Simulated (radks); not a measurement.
Bi+, configuration [Hg] 6p2 (the NIST ground configuration). Calculated with a radial shooting solver on a logarithmic mesh with Libxc functionals: Dirac Kohn-Sham, BLYP, spin-unpolarised, spherical densities, finite nucleus; open shells are shared between the two j in proportion to 2j + 1; Fermi nuclear charge, rms radius 5.5211 fm.

Spin-orbit splittings of the eigenvalues, e(l+1/2) - e(l-1/2), with zeta = 2 splitting/(2l+1) and mean radii in bohr:

shell  occ.  splitting (eV)  zeta (eV)  <r> j=l-1/2  <r> j=l+1/2
2p        6            2320       1547      0.05388      0.06292
3p        6           519.4      346.3       0.1615       0.1780
3d       10           110.1      44.06       0.1545       0.1595
4p        6               ?          ?       0.3777       0.4125
4d       10           23.90      9.559       0.4161       0.4272
4f       14           5.491      1.569       0.4381       0.4443
5p        6           24.72      16.48       0.8851       0.9749
5d       10           3.009      1.204        1.209        1.252
6p        2           2.294      1.529        2.580        2.912

Estimate the 4p splitting.

Answer. 128.0 eV (zeta = 85.36 eV).
